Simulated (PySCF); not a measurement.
C$_{3}$H$_{8}$In (SMILES C[CH2][In+][CH3]), charge +1, singlet, geometry from GFN2-xTB (such geometries of metal compounds can be far from the true shape) (all electrons, no relativity); CASSCF(6,4)/STO-3G in PySCF.

Input for PySCF:
```python
from pyscf import gto, scf, mcscf, mp
import numpy

mol = gto.M(
    atom='''
In   -0.143255    0.167411    0.291002
C    -1.083275    1.901021    1.505086
H    -1.500937    1.458174    2.408506
H    -1.852433    2.347435    0.875920
H    -0.279516    2.601819    1.728231
C     0.819210   -1.671130   -0.887100
C     1.134403   -1.316500   -2.309954
H     0.049352   -2.438405   -0.785902
H     1.701391   -1.895270   -0.284544
H     1.870525   -0.512870   -2.382035
H     0.240185   -1.046875   -2.876297
H     1.568876   -2.197511   -2.791174
''',
    basis='sto-3g',
    charge=1,
    spin=0,
    verbose=4,
)

mf = scf.RHF(mol)
mf.kernel()
mc = mcscf.CASSCF(mf, 4, 6)
mc.fix_spin_(ss=0.0)
noons, natorbs = mcscf.addons.make_natural_orbitals(mp.MP2(mf).run())
mc.kernel(natorbs)
occ = numpy.linalg.eigvalsh(mc.fcisolver.make_rdm1(mc.ci, mc.ncas, mc.nelecas))[::-1]
ss = mc.fcisolver.spin_square(mc.ci, mc.ncas, mc.nelecas)[0]
print('natural occupations', occ.round(4), ' <S^2>', round(ss, 4))
```

Question: What does PySCF print? Leave out banner, timings and long lists.

Answer: 
```
PySCF version 2.14.0

[INPUT] verbose = 4
[INPUT] num. atoms = 12
[INPUT] num. electrons = 74
[INPUT] charge = 1
[INPUT] spin (= nelec alpha-beta = 2S) = 0
[INPUT] symmetry False subgroup None
[INPUT] Mole.unit = angstrom
[INPUT] Symbol           X                Y                Z      unit          X                Y                Z       unit  Magmom
[...]
nuclear repulsion = 309.178836460658
number of shells = 28
number of NR pGTOs = 150
number of NR cGTOs = 50
basis = sto-3g
ecp = {}

******** <class 'pyscf.scf.hf.RHF'> ********
method = RHF
initial guess = minao
damping factor = 0
level_shift factor = 0
DIIS = <class 'pyscf.scf.diis.CDIIS'>
diis_start_cycle = 1
diis_space = 8
diis_damp = 0
SCF conv_tol = 1e-09
SCF conv_tol_grad = None
SCF max_cycles = 50
direct_scf = True
direct_scf_tol = 1e-13
Set gradient conv threshold to 3.16228e-05
Initial guess from minao.
init E= -5784.22233551434
[...]
cycle= 1 E= -5799.50814166771  delta_E= -15.3  |g|= 0.369  |ddm|= 3.77
[...]
cycle= 2 E= -5799.5862754873  delta_E= -0.0781  |g|= 0.109  |ddm|= 0.873
[...]
cycle= 3 E= -5799.59138242108  delta_E= -0.00511  |g|= 0.0284  |ddm|= 0.201
[...]
cycle= 4 E= -5799.59197562922  delta_E= -0.000593  |g|= 0.00791  |ddm|= 0.0794
[...]
cycle= 5 E= -5799.59201174211  delta_E= -3.61e-05  |g|= 0.00155  |ddm|= 0.0189
[...]
cycle= 6 E= -5799.59201352915  delta_E= -1.79e-06  |g|= 0.000571  |ddm|= 0.00408
[...]
cycle= 7 E= -5799.59201376069  delta_E= -2.32e-07  |g|= 9.31e-05  |ddm|= 0.00162
[...]
cycle= 8 E= -5799.59201376823  delta_E= -7.54e-09  |g|= 2.92e-05  |ddm|= 0.000281
[...]
cycle= 9 E= -5799.59201376892  delta_E= -6.84e-10  |g|= 4.98e-06  |ddm|= 8.22e-05
[...]
Extra cycle  E= -5799.59201376894  delta_E= -2.18e-11  |g|= 1.88e-06  |ddm|= 1.01e-05
converged SCF energy = -5799.59201376894

******** <class 'pyscf.mp.mp2.RMP2'> ********
nocc = 37, nmo = 50
E(RMP2) = -5799.78553000276  E_corr = -0.193516233825712
E(SCS-RMP2) = -5799.8054397194  E_corr = -0.213425950462448
E_corr(same-spin) = -0.021684842455854
E_corr(oppo-spin) = -0.171831391369858

******** <class 'pyscf.mcscf.mc1step.CASSCF'> ********
CAS (3e+3e, 4o), ncore = 34, nvir = 12
max_cycle_macro = 50
max_cycle_micro = 4
conv_tol = 1e-07
conv_tol_grad = None
orbital rotation max_stepsize = 0.02
orbital rotation threshold for CI restart = 0.01
augmented hessian ah_max_cycle = 30
augmented hessian ah_conv_tol = 1e-12
augmented hessian ah_linear dependence = 1e-14
augmented hessian ah_level shift = 1e-08
[...]
CASCI E = -5799.60940712488  S^2 = 0.0000000
[...]
macro iter  40 ( 21 JK    4 micro), CASSCF E = -5799.61421873376  dE = -1.04773790e-06  S^2 = 0.0000000
               |grad[o]|=0.000606  |grad[c]|=0.000698  |ddm|=4.13e-05  |maxRot[o]|=0.0219
macro iter  41 ( 17 JK    4 micro), CASSCF E = -5799.61422053309  dE = -1.79932977e-06  S^2 = 0.0000000
               |grad[o]|=0.00058  |grad[c]|=0.00367  |ddm|=7.65e-05  |maxRot[o]|=0.0596
macro iter  42 ( 17 JK    4 micro), CASSCF E = -5799.61421907477  dE =  1.45831473e-06  S^2 = 0.0000000
               |grad[o]|=0.000558  |grad[c]|=0.00468  |ddm|=0.000363  |maxRot[o]|=0.0842
macro iter  43 ( 21 JK    4 micro), CASSCF E = -5799.61421936827  dE = -2.93494850e-07  S^2 = 0.0000000
               |grad[o]|=0.000517  |grad[c]|=0.000197  |ddm|=4.57e-05  |maxRot[o]|=0.00293
macro iter  44 ( 21 JK    4 micro), CASSCF E = -5799.61422060712  dE = -1.23885366e-06  S^2 = 0.0000000
               |grad[o]|=0.000516  |grad[c]|=0.000694  |ddm|=6.12e-05  |maxRot[o]|=0.033
macro iter  45 ( 21 JK    4 micro), CASSCF E = -5799.61422004310  dE =  5.64019501e-07  S^2 = 0.0000000
               |grad[o]|=0.000475  |grad[c]|=0.00151  |ddm|=3.91e-05  |maxRot[o]|=0.068
macro iter  46 ( 21 JK    4 micro), CASSCF E = -5799.61422383819  dE = -3.79509038e-06  S^2 = 0.0000000
               |grad[o]|=0.000472  |grad[c]|=0.00109  |ddm|=3.65e-05  |maxRot[o]|=0.0373
macro iter  47 ( 21 JK    4 micro), CASSCF E = -5799.61422392073  dE = -8.25402822e-08  S^2 = 0.0000000
               |grad[o]|=0.000439  |grad[c]|=0.000514  |ddm|=3.03e-05  |maxRot[o]|=0.00896
macro iter  48 ( 25 JK    4 micro), CASSCF E = -5799.61422603404  dE = -2.11330462e-06  S^2 = 0.0000000
               |grad[o]|=0.000418  |grad[c]|=0.000343  |ddm|=5.76e-05  |maxRot[o]|=0.0137
macro iter  49 ( 21 JK    4 micro), CASSCF E = -5799.61422656950  dE = -5.35463187e-07  S^2 = 0.0000000
               |grad[o]|=0.000399  |grad[c]|=0.00036  |ddm|=6.01e-05  |maxRot[o]|=0.0107
macro iter  50 ( 21 JK    4 micro), CASSCF E = -5799.61422596067  dE =  6.08835762e-07  S^2 = 0.0000000
               |grad[o]|=0.000379  |grad[c]|=0.000839  |ddm|=0.000133  |maxRot[o]|=0.028
1-step CASSCF not converged,  50 macro (1013 JK 200 micro) steps
CASSCF canonicalization
Density matrix diagonal elements [1.99970753 1.99170947 1.94648988 0.06209312]
CASSCF energy = -5799.61422596067
CASCI E = -5799.61422596067  E(CI) = -9.15567053390441  S^2 = 0.0000000
natural occupations [1.9998 1.9992 1.9389 0.062 ]  <S^2> 0.0
```

Convergence was not reached.
